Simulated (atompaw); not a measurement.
aluminium: one change to a PAW (atompaw) potential, before and after

```
Element                 : Al
Generator               : atompaw 4.2.0.5
Type                    : PAW
Functional              : PBE
Relativity              : scalar-relativistic
Frozen core             : [Ne]
Valence charge          : 3
Reference configuration : 3s1 3p0 (charge +2)
Partial waves           : 3s (bound): rc 2.10 bohr; 3s channel at -1 Ry: rc 2.00 bohr; 3p (bound, empty): rc 1.70 bohr; 3p channel at 3.55 Ry: rc 2.10 bohr; 3d channel at -0.2 Ry: rc 2.10 bohr; 3d channel at 1.55 Ry: rc 2.10 bohr
Local potential         : vpsmatchnc scheme with l = 3 at 0 Ry, radius 2.05 bohr
Core correction         : smooth core density matched at 1.20 bohr
Augmentation charge     : besselshape compensation charge, radius 1.65 bohr; PAW radius 2.10 bohr; waves and projectors: custom polynom2 7 10 vanderbiltortho
```

Change: wave 3p (bound): rc 1.70 bohr becomes 3p (bound): rc 2.04 bohr.

Cutoffs: the cutoffs (Ry, on a coarse ladder) from which the occupation-weighted sum of valence levels, in a spherical-Bessel basis at the reference potential, stays within 10 and 1 mRy of its value at 400 Ry; they do not see the model core or the augmentation charge, which bear on the density cutoff.

What does the change do?

Both files are so soft that the ladder of cutoffs tells neither apart; a bound ghost appears in p, which as a rule spoils a file; the range in which the p phases agree widens (upper end 3.7 → at the end of the scan).

```csv
quantity,base,changed
"cutoff, loose",8 Ry,8 Ry
"cutoff, tight",10 Ry,10 Ry
bound ghosts,none,p
s: phases at 2.11 bohr within 0.05 rad from the reference energy up to (Ry; the scan ends near 5),4.2,4.2
p: phases at 2.11 bohr within 0.05 rad from the reference energy up to (Ry; the scan ends near 5),3.7,to the end of the scan
d: phases at 2.11 bohr within 0.05 rad from the reference energy up to (Ry; the scan ends near 5),to the end of the scan,to the end of the scan
lowest overlap eigenvalue by channel,"s 0.73, p 0.41, d 0.99","s 0.73, p 0.00, d 0.99"
```

 A true bound ghost makes a file unfit for plane-wave use even where its test errors are small: the radial tests pick states by their node count and pass the ghost by. The cutoffs see the waves, projectors and local potential, not the compensation charge or the core.
